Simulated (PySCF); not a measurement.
Al(Cl)(OH)(OSiH3) (AlClH₄O₂Si), SMILES [OH][Al]([Cl])[O][SiH3].

Coordinates come from a PBE0-D3(BJ)/def2-SVP optimisation. The structure was generated by enumeration; whether it is a known compound was not checked. The values are those of a single conformer.

Method: PBE/def2-TZVP run with PySCF.

Symmetry labels are those of the subgroup Cs that the program uses (full group Cs).

Computed valence orbital energies around the gap with their symmetry:
```
orbital  symmetry  energy (eV)
-------  --------  -----------
HOMO−7         A"        -9.46
HOMO−6         A'        -9.29
HOMO−5         A'        -8.35
HOMO−4         A"        -8.31
HOMO−3         A'        -7.98
HOMO−2         A"        -7.83
HOMO−1         A"        -7.54
HOMO           A'        -7.41
LUMO           A'        -1.79
LUMO+1         A"        -0.69
LUMO+2         A'        -0.19
LUMO+3         A'         0.63
```
